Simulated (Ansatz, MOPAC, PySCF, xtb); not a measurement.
Pair of molecules: C2H2 (SMILES C#C) (first 4 atoms) with CH2O (SMILES C=O); geometry from B3LYP-D3(BJ)/def2-TZVP.
(charge 0, multiplicity 1):
```xyz
8

C      0.449     0.047    -0.638
C     -0.230    -0.023     0.347
H      1.042     0.109    -1.517
H     -0.820    -0.085     1.235
C      0.320     0.055     3.728
O     -0.847    -0.078     3.475
H      1.083     0.137     2.933
H      0.685     0.101     4.771
```

Counterpoise-corrected where a basis set is named; no monomer relaxation.

Cores are frozen in the correlated methods. The state that PM7 reach isn't checked; PM7 holds dispersion and hydrogen-bond terms.

Codes used: Ansatz (an electronic-structure program); MOPAC for PM7 (differences of heats of formation); PySCF for the dispersion terms; xtb for the GFN methods. Each number belongs to the level named beside it.

```csv
level,interaction energy (kcal/mol)
PM7,-1.30
GFN2-xTB,-1.61
r2SCAN/def2-TZVPPD,-2.78
B97M-V/def2-TZVPPD,-3.10
B3LYP-D4/def2-TZVPPD,-3.07
PBE0/def2-TZVPPD,-2.54
CAM-B3LYP-D4/def2-TZVPPD,-3.36
B2PLYP-D3(BJ)/def2-TZVPPD,(withheld)
MP2/aug-cc-pVDZ,(withheld)
```

Question: What belongs in the gaps?

Answer: 
- B2PLYP-D3(BJ)/def2-TZVPPD, interaction energy (kcal/mol): -2.99
- MP2/aug-cc-pVDZ, interaction energy (kcal/mol): -2.61
